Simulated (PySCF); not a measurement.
Species, as SMILES: [BH] (BH) (closed-shell singlet).
Geometry (B3LYP-D3(BJ)/def2-TZVP, fixed):
```
B
H 1 1.2331
```

Basis-set convergence of the mean static polarisability at HF with PySCF. All functions are spherical. Density fitting with generated auxiliary sets. No added dispersion term, no relativity. Reference: the value in aug-cc-pV5Z, 22.79 bohr³. Deviations are taken from unrounded values.

```tsv
basis	functions	mean static polarisability (bohr³)	minus reference (%)
6-31G**	19	16.55	-27.4
cc-pVDZ	19	18.73	-17.8
6-311G**	24	19.15	-16.0
6-311+G**	28	20.58	-9.7
6-311++G(2d,2p)	37	21.30	-6.6
cc-pVTZ	44	20.35	-10.7
6-311++G(3df,3pd)	57	22.44	-1.5
cc-pVQZ	85	21.44	-5.9
cc-pV5Z	146	21.97	-3.6
```

Of the sets listed that have larger relatives (same family, alike in diffuse functions), none stays within 1 % of the reference together with them.
